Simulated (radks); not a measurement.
Polarisability of neutral tin, [Kr] 4d10 5s2 5p2, at imaginary frequency. All-electron calculation, scalar-relativistic Kohn-Sham, LDA (Slater exchange, VWN5 correlation), spin-polarised, spherical densities, finite nucleus; open shells are filled with parallel spins first (spin-orbit coupling, left out, can overturn this in heavy ions); Fermi nuclear charge, rms radius 4.6519 fm. Program: a radial shooting solver on a logarithmic mesh with Libxc functionals. Response by self-consistent Sternheimer equations with the Hartree and adiabatic LDA kernel, the relativistic mass of each level held fixed and spin-orbit coupling left out.

w (hartree)  alpha1(iw) (bohr^3)
0.00266                    59.32
0.0143                     59.03
0.0360                     57.49
0.0697                     53.19
0.118                      45.36
0.186                      35.23
0.280                      25.07
0.413                      16.59
0.605                      10.43
0.892                      6.361
1.35                       3.775
2.12                       2.107
3.59                       1.010
6.94                      0.3580
17.5                     0.07732

Static values: alpha1 = 59.33 bohr^3 (8.792 angstrom^3; uncoupled 87.50). C6 = 640.9, triple-dipole C9 = 26530 atomic units. One-pole (London) frequency 4 C6 / (3 alpha1^2) = 0.243 hartree, against 0.156 for minus the highest occupied eigenvalue. Recommended static value: 53 bohr^3 (Schwerdtfeger and Nagle, 2023 table).
